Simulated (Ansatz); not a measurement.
Reaction (formal exchange of groups at the Si–B bond): `[CH3][SnH2][BH][SiH3]` + `N=C=CF` → `N=C=C(F)[SiH3]` + `[BH2][SnH2][CH3]`

Gas-phase electronic energies from Ansatz, PBE0-D4/def2-TZVP geometries. CCSD(T)/CBS is the MP2 limit (def2-TZVPP, def2-QZVPP) plus CCSD(T) − MP2 in def2-TZVPP, frozen cores. DFT in def2-TZVPP. B3LYP here is the variant with VWN-RPA as its local correlation; programs differ in this. Elements past krypton have def2 core potentials. For Sn outer-core shells are correlated without core-valence functions, which leaves a few kJ/mol of doubt a bond. Each species was taken in one conformer, which may not be the lowest.

Question: Is it downhill or uphill in electronic energy at CCSD(T)/CBS, and by how much? (Best estimate.)

Answer: Computed: Downhill: ΔE = -0.18 eV.

Question: What do these levels give: r2SCAN-D4, B3LYP-D4, ωB97M-V, CCSD(T)/def2-TZVPP, MP2/def2-QZVPP, SCS-MP2/def2-QZVPP? (An estimate is asked.)

Answer: The calculation gave: r2SCAN-D4 -0.19, B3LYP-D4 -0.20, ωB97M-V -0.23, CCSD(T)/def2-TZVPP -0.18, MP2/def2-QZVPP -0.27, SCS-MP2/def2-QZVPP -0.28 eV.

Largest T1 diagnostic among the species: 0.015.
